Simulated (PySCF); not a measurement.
Isomers of C6H6OSi.

All values: PBE0/pcSseg-1 (PySCF) at GFN2-xTB geometries, gas phase, one conformer each.

Question: Rank by HOMO–LUMO gap, highest first.
A. `O=CC#CC1=CC[SiH2]1`
B. `C[SiH2]C#CC#CC=O`
C. `CC#C[Si@@H]1C=CC1=O`

Answer: A (5.39 eV), B (5.14 eV), C (4.93 eV).

Question: Rank by dipole moment, lowest first.
A. `CC#C[Si@@H]1C=CC1=O`
B. `O=CC#CC1=CC[SiH2]1`
C. `C#C[C@H]1C(=C)[SiH2]C1=O`

Answer: C (2.96 D), A (3.77 D), B (4.75 D).

Question: Rank by the highest Hirshfeld charge on any atom, highest value first.
A. `C#C[C@H]1C(=C)[SiH2]C1=O`
B. `O=CC#CC1=CC[SiH2]1`
C. `CC#C[Si@@H]1C=CC1=O`

Answer: B (+0.373 e), C (+0.361 e), A (+0.340 e).

All values together:

| SMILES | μ (D) | HOMO (eV) | LUMO (eV) | lowest IAO charge (e) | highest IAO charge (e) | lowest Hirshfeld charge (e) | highest Hirshfeld charge (e) |
| --- | --- | --- | --- | --- | --- | --- | --- |
| C[SiH2]C#CC#CC=O | 3.89 | -7.87 | -2.73 | -0.714 (C) | +0.796 (Si) | -0.209 (O) | +0.378 (Si) |
| CC#C[Si@@H]1C=CC1=O | 3.77 | -6.59 | -1.66 | -0.441 (C) | +0.825 (Si) | -0.241 (O) | +0.361 (Si) |
| C#C[C@H]1C(=C)[SiH2]C1=O | 2.96 | -6.79 | -1.95 | -0.340 (O) | +0.646 (Si) | -0.209 (O) | +0.340 (Si) |
| O=CC#CC1=CC[SiH2]1 | 4.75 | -7.31 | -1.92 | -0.537 (C) | +0.775 (Si) | -0.224 (O) | +0.373 (Si) |
